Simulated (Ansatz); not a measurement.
Relaxation of Cl3GaH4OSi (10 atoms, charge 0, multiplicity 1), to a largest force component of 0.03 eV/Å in at most 50 steps.

Method: RKS B3LYP/def2-SVP in Ansatz.

```xyz
10
Properties=species:S:1:pos:R:3
Ga 0.122 0.599 0.018
Cl -0.005 0.408 2.223
Cl 2.026 0.957 -0.879
Cl -1.693 0.698 -1.107
O 0.104 -2.334 0.515
Si -0.772 -3.688 0.028
H 0.092 -4.903 0.030
H -1.930 -3.906 0.944
H -1.247 -3.421 -1.355
H 0.050 -2.048 1.457
```

Question: Where does it end, and by what steps?

Answer: It converged. The force dipped under the threshold on the way, but the program's further checks kept it going. After 15 steps the energy has fallen by 0.600 eV; Cl3 moved furthest, 0.94 Å. Joined: Ga1–O5 (2.97 → 2.06 Å).

```json
{"step": "0", "energy less start (eV)": "0.0000", "largest force component (eV/Å)": "0.788", "accepted": "yes"}
{"step": "1", "energy less start (eV)": "-0.1925", "largest force component (eV/Å)": "0.643", "accepted": "yes"}
{"step": "2", "energy less start (eV)": "-0.3550", "largest force component (eV/Å)": "0.724", "accepted": "yes"}
{"step": "3", "energy less start (eV)": "-0.4705", "largest force component (eV/Å)": "0.513", "accepted": "yes"}
{"step": "4", "energy less start (eV)": "-0.5291", "largest force component (eV/Å)": "0.450", "accepted": "yes"}
{"step": "5", "energy less start (eV)": "-0.5551", "largest force component (eV/Å)": "0.244", "accepted": "yes"}
{"step": "6", "energy less start (eV)": "-0.5760", "largest force component (eV/Å)": "0.283", "accepted": "yes"}
{"step": "7", "energy less start (eV)": "-0.5837", "largest force component (eV/Å)": "0.222", "accepted": "yes"}
{"step": "8", "energy less start (eV)": "-0.5905", "largest force component (eV/Å)": "0.062", "accepted": "yes"}
{"step": "9", "energy less start (eV)": "-0.5947", "largest force component (eV/Å)": "0.146", "accepted": "yes"}
{"step": "10", "energy less start (eV)": "-0.5965", "largest force component (eV/Å)": "0.144", "accepted": "yes"}
{"step": "11", "energy less start (eV)": "-0.5983", "largest force component (eV/Å)": "0.074", "accepted": "yes"}
{"step": "12", "energy less start (eV)": "-0.5993", "largest force component (eV/Å)": "0.034", "accepted": "yes"}
{"step": "13", "energy less start (eV)": "-0.5997", "largest force component (eV/Å)": "0.033", "accepted": "yes"}
{"step": "14", "energy less start (eV)": "-0.6001", "largest force component (eV/Å)": "0.019", "accepted": "yes"}
{"step": "15", "energy less start (eV)": "-0.6004", "largest force component (eV/Å)": "0.021", "accepted": "yes"}
```

```xyz
10
Properties=species:S:1:pos:R:3
Ga -0.027 -0.007 0.190
Cl 0.274 0.660 2.244
Cl 1.631 0.166 -1.188
Cl -2.024 0.140 -0.653
O -0.028 -2.006 0.704
Si -0.692 -3.378 -0.118
H 0.148 -4.541 0.269
H -2.096 -3.577 0.316
H -0.571 -3.043 -1.552
H 0.134 -2.051 1.662
```

Whether the end is a true minimum wasn't checked by a vibrational analysis.

Time of the run: 45 s on 4 threads of Arm Neoverse V2, on a shared host, peak memory 0.44 GiB.
